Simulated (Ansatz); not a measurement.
Energy difference R1 → P1 + P2, each structure at its B3LYP-D3(BJ)/def2-TZVP stationary point, reached from a drawn start (curvature not checked).
R1, F3Ti (SMILES [F][Ti]([F])[F]) (charge 0, multiplicity 2, Z-matrix in Å and degrees):
```
Ti
F 1 1.7796
F 1 1.7797 2 119.99
F 1 1.7797 2 120.00 3 179.96
```
P1, F2Ti (SMILES [F][Ti][F]) (charge 0, multiplicity 3):
```csv
atom,x (Å),y (Å),z (Å)
Ti,0.0023,0.0033,-0.4015
F,1.6982,-0.0057,0.2106
F,-1.7005,0.0024,0.1909
```
P2: F atom, charge 0, multiplicity 2.

P less R. No zero-point or thermal terms; open shells are unrestricted; no spin–orbit coupling. The spin states of the d-block species are the ones drawn and need not be the lowest.

Frozen-core correlation throughout.

Run with Ansatz (an electronic-structure program). No computed number here is a measurement.

Task: What reaction energy does CCSD(T)/def2-QZVPP give?

Result: 146.6 kcal/mol

Task: Predict the reaction energy from B97M-V/def2-TZVPP.

Result: 146.4 kcal/mol

Task: Predict the reaction energy from HF/def2-SVP.

Result: 97.7 kcal/mol
